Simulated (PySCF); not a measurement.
## How methods differ on the ionisation energy of Kr(2+)

Kr(2+) [Ar] 3d10 4s2 4p4 (3P) → Kr(3+) [Ar] 3d10 4s2 4p3 (4S), as a difference of total energies. All numbers are calculated (PySCF 2.14, scalar relativity through the core potential, in cc-pVDZ-PP with ECP10MDF (4s3p2d, 23 functions)). Correlated levels: valence: 3s2 3p6 3d10 frozen. The calculations carry no spin-orbit coupling.

```json
{"method": "UHF", "ionisation energy (eV)": "34.238", "difference from reference (eV)": "-1.600"}
{"method": "BP86", "ionisation energy (eV)": "35.581", "difference from reference (eV)": "-0.257"}
{"method": "B3LYP", "ionisation energy (eV)": "35.615", "difference from reference (eV)": "-0.223"}
{"method": "MP2 (valence)", "ionisation energy (eV)": "34.632", "difference from reference (eV)": "-1.206"}
{"method": "SCS-MP2 (valence)", "ionisation energy (eV)": "34.640", "difference from reference (eV)": "-1.198"}
{"method": "CCSD (valence)", "ionisation energy (eV)": "34.650", "difference from reference (eV)": "-1.188"}
{"method": "CCSD(T) (valence)", "ionisation energy (eV)": "34.657", "difference from reference (eV)": "-1.181"}
```

Reference: 35.838 ± 0.02 eV (measured; NIST Atomic Spectra Database, ionization energies).

The reference lies between the lowest fine-structure levels, while these numbers refer to the centres of the terms.

Errors of the correlated levels include the incompleteness of this basis and the frozen core.
